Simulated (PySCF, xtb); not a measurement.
Sn(F)2(Cl)(Me) (CH3ClF2Sn), SMILES [CH3][Sn]([F])([F])[Cl].

GFN2-xTB (xtb 6.7.1) at its own geometry gives an orbital gap of 3.32 eV and a dipole moment of 5.96 D.

Geometry: B3LYP-D3(BJ)/def2-SVP. The structure was generated by enumeration; whether it is a known compound was not checked. The def2 effective core potentials stand for the cores of Sn; spin–orbit coupling is left out.

Q: What does ωB97X/def2-TZVP in PySCF give? (The exact figures need the calculation; the answer reports its results.)

A: gap 11.77 eV (levels -11.89 and -0.13 eV), dipole 4.41 D.
